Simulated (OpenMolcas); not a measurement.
Cu2+: effect of the basis set

```json
{"Program": "OpenMolcas", "Method": "SS-CASPT2, IPEA 0.25 Eh, imaginary shift 0.1 Eh (closed shells correlated: 3s 3p)", "Active space": "9 electrons in 6 orbitals (3d 4s)", "State averaging": "2S+1 = 2 even, 29 roots; 2S+1 = 4 even, 10 roots kept (CI in the orbitals of an earlier block)", "Spin-orbit coupling": "state interaction with AMFI integrals over the reference wave functions, term energies averaged over their components"}
```

A. ANO-RCC-VDZP [5s4p2d1f], DKH2, point nucleus; CASPT2 step about 9 core-seconds
B. ANO-L-VTZP [6s5p3d2f1g], non-relativistic, point nucleus; CASPT2 step about 24 core-seconds
C. ANO-RCC-VTZP [6s5p3d2f1g], DKH2, point nucleus; CASPT2 step roughly 10 core-seconds
D. ANO-R2 [6s4p4d2f1g], X2C, finite nucleus; CASPT2 step about 9 core-seconds
E. ANO-RCC-VQZP [7s6p4d3f2g1h], DKH2, point nucleus; CASPT2 step about 23 core-seconds
F. ANO-R3 [7s5p5d3f2g1h], X2C, finite nucleus; CASPT2 step roughly 25 core-seconds

Energies in cm⁻¹ above 3d⁹ ²D_5/2, the measured ground level; measured values from Sugar and Musgrove, J. Phys. Chem. Ref. Data 19, 527 (1990).

```
        Level      A      B      C      D      E      F  Measured
   3d⁹ ²D_5/2    0.0    0.0    0.0    0.0    0.0    0.0       0.0
   3d⁹ ²D_3/2   2290   2220   2190   2200   2210   2200      2072
3d⁸ 4s ⁴F_9/2  69000  64670  63210  59040  62240  59110     60805
3d⁸ 4s ⁴F_7/2  70230  65860  64390  60250  63450  60320     62065
3d⁸ 4s ⁴F_5/2  71340  66940  65440  61300  64500  61370     63149
3d⁸ 4s ⁴F_3/2  72100  67680  66170  62020  65230  62100     63887
3d⁸ 4s ²F_7/2  74290  69810  68430  64790  67880  64750     67017
3d⁸ 4s ²F_5/2  76250  71710  70310  66690  69780  66640
```

Deviations, from unrounded energies. A percentage is the sum of absolute deviations over the sum of measured energies, with the sign that they share, or ± where signs differ.

```
                  Against measurement  Levels      A     B     C     D     E     F
       mean absolute deviation (cm-1)       6   6700  3000  1800  1600  1100  1600
fine structure of the ground term (%)       1  +10.7  +7.2  +5.5  +6.4  +6.5  +6.4
             other configurations (%)       5  +12.6  +5.7  +3.4  -3.0  +2.0  -2.9
```

E lies closest to measurement on these levels and A furthest from it. The largest miss of E in the table is 3d⁸ 4s ⁴F_9/2, by +1400 cm-1. The ranking rests on the paired levels alone, and a cruder setting can come out closer through cancelling errors.

Among A to F the level of the table that moves most is 3d⁸ 4s ⁴F_3/2, by 10000 cm-1 (lowest in D, highest in A). Moves below CASPT2's spread within the term are not significant.

Term energies are means over components that CASPT2 splits; among the terms shown or strongly mixed into the levels shown the widest spread is 1200 cm-1 (3d⁸ 4s ⁴F, C). Terms from blocks run as CI alone lack orbitals of their own. A single d shell beside an s shell can misplace configurations of different d count against each other. Measured partners are found by configuration, term and J. A level has none where our copy of the source lacks it or the pairing is in doubt (some pairs that miss far off the trend of their configuration count as doubtful), and it then counts in no deviation. Only configurations of the active space appear. The table leaves out levels that lie high or whose names do not pair safely across all columns.
